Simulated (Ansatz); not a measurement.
`C#C[SiH](C)Cl`. Charge 0, multiplicity 1.

| atom | x (Å) | y (Å) | z (Å) |
| --- | --- | --- | --- |
| C1 | -2.0233 | -1.3796 | 0.9282 |
| C2 | -1.1542 | -0.5658 | 0.7365 |
| Si3 | 0.1815 | 0.6353 | 0.4381 |
| C4 | 1.2117 | 0.1219 | -1.0135 |
| Cl5 | -0.6717 | 2.4700 | 0.0645 |
| H6 | -2.7953 | -2.0948 | 1.0994 |
| H7 | 0.9830 | 0.7705 | 1.6752 |
| H8 | 2.0042 | 0.8505 | -1.1966 |
| H9 | 0.5950 | 0.0439 | -1.9109 |
| H10 | 1.6691 | -0.8519 | -0.8210 |

(1) List the harmonic frequencies (cm⁻¹, unscaled) at PBE0-D4/def2-TZVP in Ansatz. (An estimate is asked.)

(2) Is this a minimum?

(3) Give the ideal-gas thermochemistry at 298.15 K and 1 bar (rigid rotor, harmonic oscillator; point group C1, symmetry number 1).

(4) And at 400, 500, 600, 800 and 1000 K?

## Answers

(1) Computed: 112, 147, 166, 196, 334, 337, 520, 631, 687, 731, 740, 754, 762, 852, 896, 1278, 1441, 1445, 2165, 2252, 3055, 3142, 3151, 3465.

(2) Yes, all 24 modes are real.

(3) Zero-point energy 175.0 kJ/mol; H(298) − E = 196.2 kJ/mol; entropy 348.1 J/(mol·K), of which translation 166.9, rotation 115.2, vibration 66.1; G(298) − E = 92.4 kJ/mol.

(4) 
```
T (K)  H − E (kJ/mol)  S (J/mol/K)  G − E (kJ/mol)
  400           208.4        383.1            55.2
  500           222.0        413.3            15.3
  600           236.8        440.4           -27.4
  800           269.5        487.2          -120.3
 1000           305.0        526.8          -221.8
```
